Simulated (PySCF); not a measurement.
Isomers of C5H9N2P.

All values: PBE0/pcSseg-1 (PySCF) at GFN2-xTB geometries, gas phase, one conformer each.

Problem. Rank by LUMO energy, lowest first.
A. `[CH3:1][CH2:2][CH2:3][n:4]1[cH:5][p:6][cH:7][n:8]1` with C1–C2–C3–N4 -67°, C2–C3–N4–C5 97°
B. `[CH3:1][NH:2][P:3]1(=[NH:4])[CH:5]=[CH:6][CH:7]=[CH:8]1` with C1–N2–P3–N4 -47°
C. `Cc1nn(C)c(C)p1`

Solution. B (-1.89 eV), A (-0.44 eV), C (-0.24 eV).

Problem. Rank by HOMO–LUMO gap, highest first.
A. `[CH3:1][CH2:2][CH2:3][n:4]1[cH:5][p:6][cH:7][n:8]1` with C1–C2–C3–N4 -67°, C2–C3–N4–C5 97°
B. `c1(C)n(nc(C)p1)C`
C. `[CH3:1][NH:2][P:3]1(=[NH:4])[CH:5]=[CH:6][CH:7]=[CH:8]1` with C1–N2–P3–N4 -47°

Solution. A (6.40 eV), B (6.21 eV), C (4.38 eV).

Problem. Rank by the highest IAO charge on any atom, highest value first.
A. `[CH3:1][NH:2][P:3]1(=[NH:4])[CH:5]=[CH:6][CH:7]=[CH:8]1` with C1–N2–P3–N4 -47°
B. `[CH3:1][CH2:2][n:3]1[cH:4][p:5][c:6]([CH3:7])[n:8]1` with C1–C2–N3–C4 -81°
C. `CC1=NN(C)C(C)=P1`
D. `[CH3:1][CH2:2][CH2:3][n:4]1[cH:5][p:6][cH:7][n:8]1` with C1–C2–C3–N4 -67°, C2–C3–N4–C5 97°

Solution. A (+1.454 e), D (+0.228 e), B (+0.201 e), C (+0.184 e).

All values together:

| SMILES | μ (D) | HOMO (eV) | LUMO (eV) | lowest IAO charge (e) | highest IAO charge (e) | lowest Hirshfeld charge (e) | highest Hirshfeld charge (e) |
| --- | --- | --- | --- | --- | --- | --- | --- |
| Cc1nn(C)c(C)p1 | 2.89 | -6.45 | -0.24 | -0.429 (C) | +0.184 (H) | -0.140 (N) | +0.060 (H) |
| CCn1cpc(C)n1 | 2.60 | -6.62 | -0.42 | -0.430 (C) | +0.201 (P) | -0.132 (N) | +0.054 (H) |
| CNP1(=N)C=CC=C1 | 2.14 | -6.27 | -1.89 | -0.987 (N) | +1.454 (P) | -0.410 (N) | +0.409 (P) |
| CCCn1cpcn1 | 2.96 | -6.84 | -0.44 | -0.423 (C) | +0.228 (P) | -0.128 (N) | +0.058 (N) |

Conformers: `[CH3:1][CH2:2][n:3]1[cH:4][p:5][c:6]([CH3:7])[n:8]1` with C1–C2–N3–C4 -81°; `[CH3:1][NH:2][P:3]1(=[NH:4])[CH:5]=[CH:6][CH:7]=[CH:8]1` with C1–N2–P3–N4 -47°; `[CH3:1][CH2:2][CH2:3][n:4]1[cH:5][p:6][cH:7][n:8]1` with C1–C2–C3–N4 -67°, C2–C3–N4–C5 97°.
